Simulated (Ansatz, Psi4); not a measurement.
Two rigid molecules brought together: C3H8 ··· CS2 (SMILES CCC and S=C=S). Monomers: optimised at B3LYP-D3(BJ) (def2-TZVP), held rigid. Orientation: lowest of the rigid-body minima from ten starts at GFN2-xTB. Only R, the distance of the centres of mass, is varied, so the lowest point isn't the relaxed dimer.

PBE/def2-TZVP, counterpoise-corrected (Psi4); PBE-D3(BJ)/def2-TZVP, counterpoise-corrected (Psi4); B3LYP-D3(BJ)/def2-TZVP, counterpoise-corrected (Psi4); CCSD(T)/aug-cc-pVDZ = CCSD(T) on RHF/aug-cc-pVDZ, frozen core, counterpoise-corrected run with Ansatz (a program for electronic structure).

Interaction energies in kJ/mol; the last columns give the difference from CCSD(T):

```tsv
R / Å	PBE/def2-TZVP	PBE-D3(BJ)/def2-TZVP	B3LYP-D3(BJ)/def2-TZVP	CCSD(T)/aug-cc-pVDZ	PBE/def2-TZVP − CCSD(T)/aug-cc-pVDZ	PBE-D3(BJ)/def2-TZVP − CCSD(T)/aug-cc-pVDZ	B3LYP-D3(BJ)/def2-TZVP − CCSD(T)/aug-cc-pVDZ
3.08	32.88	17.17	17.93	25.22	7.66	-8.05	-7.29
3.22	19.51	5.09	4.59	10.42	9.09	-5.33	-5.82
3.46	6.88	-5.32	-6.49	-2.35	9.23	-2.96	-4.13
3.70	1.31	-8.73	-9.57	-6.62	7.93	-2.11	-2.95
3.86	-0.41	-9.11	-9.52	-7.22	6.82	-1.89	-2.29
4.02	-1.25	-8.73	-8.72	-6.99	5.74	-1.74	-1.73
4.42	-1.58	-6.55	-5.86	-5.18	3.60	-1.37	-0.68
4.76	-1.20	-4.65	-3.86	-3.65	2.46	-1.00	-0.21
5.14	-0.73	-3.03	-2.41	-2.40	1.67	-0.63	-0.01
5.83	-0.23	-1.36	-1.15	-1.14	0.90	-0.22	-0.01
6.92	-0.02	-0.43	-0.46	-0.40	0.38	-0.03	-0.05
8.24	0.00	-0.15	-0.17	-0.14	0.14	-0.01	-0.02
```

PBE/def2-TZVP is furthest from CCSD(T)/aug-cc-pVDZ at 3.46 (9.23 kJ/mol, above); its mean absolute difference over the points is 4.63 kJ/mol.

PBE-D3(BJ)/def2-TZVP is furthest from CCSD(T)/aug-cc-pVDZ at 3.08 (-8.05 kJ/mol, below); its mean absolute difference over the points is 2.11 kJ/mol.

B3LYP-D3(BJ)/def2-TZVP is furthest from CCSD(T)/aug-cc-pVDZ at 3.08 (-7.29 kJ/mol, below); its mean absolute difference over the points is 2.10 kJ/mol.
